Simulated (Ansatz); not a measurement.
A barrier at the coupled-cluster level

Start structure (SiH₄O₄, singlet), relaxed at PBE0-D4/def2-TZVP:

```xyz
9
angstrom
Si -0.0000 0.0000 0.0000
O 1.3549 0.5866 0.6930
O -0.6309 -1.0701 1.0569
H -0.0068 -1.6015 1.5530
O -1.1729 1.0917 -0.3045
O 0.4489 -0.6081 -1.4452
H 1.9904 1.0016 0.1083
H -1.7374 1.3312 0.4316
H -0.2462 -0.7316 -2.0931
```

The step: SiH₄O₄ ([OH][Si]([OH])([OH])[OH]) → SiH₂O₃ ([O][Si]([OH])[OH]) + H₂O (still joined by a long Si–O bond); bonds formed: O2–H4; bonds broken: O3–H4; bonds weakened to dative contacts: Si1–O2. Computed with Ansatz 0.2.0 (basis: def2-TZVPP and def2-QZVPP); correlated methods freeze the cores. Extrapolation: Hartree–Fock as exp(−7.88 √X), correlation as X^−2.97. Energies below are by CCSD(T) at an estimated basis limit (MP2 extrapolated from triple and quadruple zeta, plus CCSD(T) − MP2 in triple zeta).

**Question.** What are the electronic barrier and the energy of the step, from the start structure to the end structure? (Judge from chemistry; the value comes from the calculation.)

**Answer.** The calculation gives: Barrier 226.3 kJ/mol; step energy 212.2 kJ/mol (uphill); reverse barrier, their difference, 14.1 kJ/mol. Barrier and step energy count from the start structure, the reverse barrier from the end structure.

The saddle point: One imaginary mode of 652i cm⁻¹.
```tsv
pair	start (Å)	saddle (Å)	end (Å)
O2–H4	2.72	1.08	0.98
Si1–O2	1.63	1.86	1.94
O3–H4	0.96	1.54	2.23
```

Zero-point energy (harmonic, PBE0-D4): ZPE is 152.9 kJ/mol at the start and 146.7 kJ/mol at the saddle, so the barrier goes from 226.3 to 220.2 kJ/mol.

First-order rate constant out of the start structure at 898 K by transition-state theory, with harmonic vibrational free energies alone and no tunnelling: ΔA‡ = 233.6 kJ/mol, so k = (kB T/h) exp(−ΔA‡/kB T) ≈ 10^0 s⁻¹ (an order of magnitude at best: rotation, the number of equivalent paths and anharmonicity are left out).

No T1 diagnostic of these runs exceeds 0.014.

Labels in which every atom is bracketed show which atoms are joined, not bond orders.

For scale, one of the runs: CCSD(T)/def2-TZVPP, 222 basis functions, launched by `ansatz run in.yaml --threads 4 --pin off --events-out ev --progress --plain --max-ram 9574MiB`. Hardware: 4 CPU threads of an Arm Neoverse V2, shared host. Wall time 91 s; peak host memory 3.7 GiB.
